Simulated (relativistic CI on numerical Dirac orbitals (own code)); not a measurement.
## Electric-dipole transitions in Tb¹⁷⁺

Calculated at this level of theory: Dirac-Coulomb-Breit CI, orbitals from a KLI potential per configuration, a model potential for QED, unscaled Slater integrals (own radial code, finite nucleus).

Configurations in the expansion (outside the closed core [Ar] 3d10): 4s2.4p6.4d10.4f2, 4s2.4p6.4d10.4f.5s, 4s2.4p6.4d10.5s2, 4s2.4p6.4d10.4f.5p, 4s2.4p6.4d10.5s.5p, 4s2.4p6.4d10.5p2, 4s2.4p6.4d9.4f3, 4s2.4p6.4d10.5s.5d, 4s2.4p6.4d10.4f.5d, 4s2.4p6.4d10.5p.5d, 4s2.4p6.4d10.5d2, 4s2.4p6.4d10.4f.5f, 4s2.4p6.4d10.4f.6s, 4s2.4p6.4d9.4f2.5s, 4s2.4p5.4d10.4f3, 4s2.4p6.4d10.4f.6p, 4s2.4p6.4d10.4f.5g, 4s2.4p6.4d9.4f2.5p, 4s2.4p6.4d10.4f.6d, 4s.4p6.4d10.4f3, 4s2.4p6.4d10.4f.7s, 4s2.4p6.4d10.4f.6g, 4s2.4p5.4d10.4f2.5s, 4s2.4p6.4d9.4f2.5f, 4s.4p6.4d10.4f.5s2, 4s2.4p6.4d9.4f2.6p, 4s.4p6.4d10.4f.5p2, 4s.4p6.4d10.4f.5s.5d. Double excitations out of closed p, d and f shells are left out; levels of such configurations are missing from the list, as are those of other unlisted configurations, and high levels can miss mixing partners.

| λ vac (nm) | Lower | Upper | A (s⁻¹) | E lower (eV) | E upper (eV) |
| --- | --- | --- | --- | --- | --- |
| 11.045 | 4s2.4p6.4d10.4f2 3H_6 [4] | 4s2.4p6.4d10.4f.5d 3G°_5 [46] | 8.74e+10 | 1.952 | 114.205 |
| 11.048 | 4s2.4p6.4d10.4f2 3H_5 [2] | 4s2.4p6.4d10.4f.5d 3G°_4 [41] | 6.72e+10 | 0.990 | 113.211 |
| 11.057 | 4s2.4p6.4d10.4f2 3F_4 [7] | 4s2.4p6.4d10.4f.5d 3D°_3 [50] | 7.57e+10 | 3.476 | 115.605 |
| 11.101 | 4s2.4p6.4d10.4f2 3F_4 [6] | 4s2.4p6.4d10.4f.5d 3D°_3 [44] | 7.37e+10 | 2.208 | 113.892 |
| 11.127 | 4s2.4p6.4d10.4f2 3H_4 [1] | 4s2.4p6.4d10.4f.5d 3G°_3 [37] | 9.80e+10 | 0.000 | 111.425 |
| 11.274 | 4s2.4p6.4d10.4f2 1I_6 [10] | 4s2.4p6.4d10.4f.5d 1H°_5 [54] | 1.22e+11 | 6.426 | 116.401 |
| 21.603 | 4s2.4p6.4d10.4f.5p 3G_4 [22] | 4s2.4p6.4d10.4f.5d 3H°_5 [42] | 5.57e+10 | 55.928 | 113.321 |
| 21.636 | 4s2.4p6.4d10.4f.5p 3G_3 [18] | 4s2.4p6.4d10.4f.5d 3G°_3 [37] | 3.47e+10 | 54.119 | 111.425 |
| 21.657 | 4s2.4p6.4d10.4f.5p 3G_3 [18] | 4s2.4p6.4d10.4f.5d 1G°_4 [36] | 5.53e+10 | 54.119 | 111.369 |
| 21.683 | 4s2.4p6.4d10.4f.5p 3D_3 [20] | 4s2.4p6.4d10.4f.5d 3F°_3 [39] | 3.58e+10 | 55.516 | 112.696 |
| 21.819 | 4s2.4p6.4d10.4f.5d 1G°_4 [36] | 4s2.4p6.4d10.4f.5f 1H_5 [384] | 8.64e+10 | 111.369 | 168.194 |
| 21.825 | 4s2.4p6.4d10.4f.5p 3D_3 [20] | 4s2.4p6.4d10.4f.5d 3G°_4 [38] | 2.63e+10 | 55.516 | 112.325 |
| 21.838 | 4s2.4p6.4d10.4f.5p 3F_2 [19] | 4s2.4p6.4d10.4f.5d 3G°_3 [37] | 3.25e+10 | 54.651 | 111.425 |
| 21.877 | 4s2.4p6.4d10.4f.5p 3F_2 [19] | 4s2.4p6.4d10.4f.5d 3F°_2 [35] | 4.91e+10 | 54.651 | 111.326 |
| 21.946 | 4s2.4p6.4d10.4f.5d 3G°_4 [38] | 4s2.4p6.4d10.4f.5f 3I_5 [393] | 4.30e+10 | 112.325 | 168.819 |
| 21.964 | 4s2.4p6.4d10.4f.5d 3F°_2 [35] | 4s2.4p6.4d10.4f.5f 3G_3 [378] | 5.75e+10 | 111.326 | 167.774 |
| 21.984 | 4s2.4p6.4d10.4f.5p 3G_4 [22] | 4s2.4p6.4d10.4f.5d 3G°_4 [38] | 3.28e+10 | 55.928 | 112.325 |
| 22.239 | 4s2.4p6.4d10.4f.5d 3F°_3 [39] | 4s2.4p6.4d10.4f.5f 3G_4 [387] | 5.30e+10 | 112.696 | 168.448 |
| 22.296 | 4s2.4p6.4d10.4f.5d 3G°_4 [41] | 4s2.4p6.4d10.4f.5f 3I_5 [393] | 4.61e+10 | 113.211 | 168.819 |
| 23.402 | 4s2.4p6.4d10.5s.5p 3P°_2 [33] | 4s2.4p6.4d10.5s.5d 3D_3 [67] | 7.52e+10 | 91.988 | 144.968 |
| 23.893 | 4s2.4p6.4d10.5s.5p 1P°_1 [34] | 4s2.4p6.4d10.5s.5d 1D_2 [127] | 1.16e+11 | 99.374 | 151.265 |
| 25.026 | 4s2.4p6.4d10.4f.5p 1G_4 [29] | 4s2.4p6.4d10.4f.5d 1H°_5 [54] | 5.06e+10 | 66.859 | 116.401 |
| 25.096 | 4s2.4p6.4d10.4f.5p 3D_3 [26] | 4s2.4p6.4d10.4f.5d 3D°_3 [50] | 3.22e+10 | 66.201 | 115.605 |
| 25.285 | 4s2.4p6.4d10.4f.5p 3F_3 [23] | 4s2.4p6.4d10.4f.5d 3G°_4 [41] | 4.27e+10 | 64.177 | 113.211 |
| 25.287 | 4s2.4p6.4d10.4f.5p 3F_4 [24] | 4s2.4p6.4d10.4f.5d 3G°_5 [46] | 4.44e+10 | 65.175 | 114.205 |
| 25.534 | 4s2.4p6.4d10.4f.5p 3G_5 [28] | 4s2.4p6.4d10.4f.5d 3H°_6 [48] | 5.47e+10 | 66.625 | 115.180 |
| 25.811 | 4s2.4p6.4d10.4f.5p 3D_3 [26] | 4s2.4p6.4d10.4f.5d 3F°_4 [47] | 2.33e+10 | 66.201 | 114.236 |
| 28.336 | 4s2.4p6.4d10.5s2 1S_0 [21] | 4s2.4p6.4d10.5s.5p 1P°_1 [34] | 5.05e+10 | 55.620 | 99.374 |
| 29.867 | 4s2.4p6.4d10.4f.5s 3F°_4 [16] | 4s2.4p6.4d10.4f.5p 3G_5 [28] | 2.09e+10 | 25.112 | 66.625 |
| 30.223 | 4s2.4p6.4d10.4f.5s 3F°_3 [15] | 4s2.4p6.4d10.4f.5p 3F_4 [24] | 1.35e+10 | 24.152 | 65.175 |

Terms are leading LS components. Brackets give the number of a level in order of energy, since labels repeat. The list gives strong lines, with weight on those to low levels, without lines whose two gauges differ by over a factor of 2.5, among the lowest 400 of 3952 levels, so that lines to higher ones, which can be the strongest, are missing. Levels whose partners in the same complex of configurations lie outside the list can be far off, and so can their lines. Rates are taken at the computed energies, electric ones in the length gauge.

At this charge transitions that keep the count of f electrons are usually good to a few per cent. Terms inside the open d or f shell come out 10 to 20 % too wide with unscaled integrals. Levels that differ in their count of f electrons can be misplaced by several ten thousand cm⁻¹, since the correlation energy of f electrons is missing or only estimated; rates across such gaps can be off by orders of magnitude.

LS names give the leading component of a level, which can be under half, so a name can repeat, a term be missing and a line seem to break the LS rules.
